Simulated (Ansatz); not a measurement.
How basis sets differ on CH7N3Si (SMILES NC1(N)N[SiH2]1)

CH7N3Si: 12 atoms, total charge 0, spin state singlet. SMILES: `NC1(N)N[SiH2]1`. The shape is that of a PBE0-D4/def2-TZVP optimisation. This is one conformer, not always the lowest.

Each level gives the HOMO–LUMO gap (eV). The values are calculated.

```json
{"level": "HF/STO-3G", "kind": "Hartree–Fock", "program": "Ansatz", "value (eV)": "16.83"}
{"level": "HF/3-21G", "kind": "Hartree–Fock", "program": "Ansatz", "value (eV)": "12.92"}
{"level": "HF/def2-SVP", "kind": "Hartree–Fock", "program": "Ansatz", "value (eV)": "13.00"}
{"level": "HF/def2-TZVP", "kind": "Hartree–Fock", "program": "Ansatz", "value (eV)": "12.15"}
```

The values span 12.15 to 16.83 eV. A Hartree–Fock LUMO above zero doesn't converge with the basis: it sinks as sets grow more diffuse. Orbital gaps aren't excitation energies.
